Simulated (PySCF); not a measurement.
C₃H₆O₃, SMILES COC(OC)=O. Geometry optimised at PBE0-D3(BJ)/def2-SVP.

Computed equilibrium geometry at PBE0-D3(BJ)/def2-SVP (PySCF confirms it by a frequency run) as Cartesian coordinates in Å, and its point group:
point group C2v.
```xyz
12

C      2.3146     0.0000     0.0182
O      1.0776     0.0000     0.7051
C      0.0000     0.0000    -0.0709
O      0.0000     0.0000    -1.2732
O     -1.0776     0.0000     0.7051
C     -2.3146     0.0000     0.0182
H      2.4129     0.8924    -0.6176
H      3.0925     0.0000     0.7905
H      2.4129    -0.8924    -0.6176
H     -3.0925     0.0000     0.7905
H     -2.4129    -0.8924    -0.6176
H     -2.4129     0.8924    -0.6176
```
